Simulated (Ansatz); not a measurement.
Abridged output of a molecular run in Ansatz:

```
Functional definition: HF
1184 factors; integrals over basis functions are off by at most 1.5e-3 eV
mean field evaluation 1: about -5832.4157 eV, gradient 3.7e1 eV
mean field evaluation 2: about -5832.5712 eV, gradient 3.7e1 eV
mean field evaluation 4: about -5836.0499 eV, gradient 3.9e0 eV
mean field evaluation 8: about -5836.0954 eV, gradient 1.7e-1 eV
mean field evaluation 16: about -5835.9384 eV, gradient 5.7e-1 eV
mean field -5836.09543744 eV, -214.4725514783 hartree, gradient 7.6e-6 eV, S^2 0.000000; 0 other end points of the search recorded, 0 dependent functions left out
5 core orbitals not correlated: weight in the atoms' cores, before any rotation towards them, 1.000 or more for the frozen orbitals, at most 0.000 for the correlated occupied ones
reference -5836.09543744 eV, -214.4725514783 hartree; 15, 15 occupied and 95, 95 virtual orbitals, 1184 factors
second order -19.47432728 eV of doubles, -0.00000000 eV of singles
cycle   1  -20.44440399 eV  change   -9.7e-1 eV  update   9.3e-2
cycle   2  -20.96971565 eV  change   -5.3e-1 eV  update   2.7e-2
cycle   3  -21.06772167 eV  change   -9.8e-2 eV  update   1.3e-2
cycle   4  -21.06263039 eV  change    5.1e-3 eV  update   3.5e-3
cycle   5  -21.06263938 eV  change   -9.0e-6 eV  update   1.3e-3
cycle   6  -21.06227518 eV  change    3.6e-4 eV  update   3.7e-4
cycle   7  -21.06209836 eV  change    1.8e-4 eV  update   1.1e-4
cycle   8  -21.06208097 eV  change    1.7e-5 eV  update   3.8e-5
cycle   9  -21.06207442 eV  change    6.5e-6 eV  update   1.4e-5
perturbative correction -0.60046162 eV, -0.0220665574 hartree
Total energy: -5857.75797348 eV, -215.2686349943 hartree
```

Its atoms:

```xyz
14

C    -0.6437   -1.0286    0.7178
N    -0.1575   -0.0873   -0.2534
C    -0.7501   -0.2568   -1.5536
B     0.7979    0.9178    0.0073
N     1.4062    1.1336    1.2623
H    -0.1667   -0.8818    1.6867
H    -1.7280   -0.9311    0.8624
H    -0.4468   -2.0625    0.4045
H    -0.3441    0.4802   -2.2454
H    -0.5494   -1.2581   -1.9585
H    -1.8410   -0.1321   -1.5173
H     1.1151    1.6374   -0.8994
H     1.2265    0.6058    2.0971
H     2.0816    1.8635    1.3895
```

(1) Which basis set was used?
A. cc-pV(T+d)Z
B. def2-TZVPPD
C. def2-TZVPP
D. def2-SVP

(2) Write the keys of the input that set method, charge and spin (a neutral closed shell needs none for the last two).

Answers

(1) D. It gives 115 functions.

(2) 
```yaml
correlation: {method: ccsd_t}
```
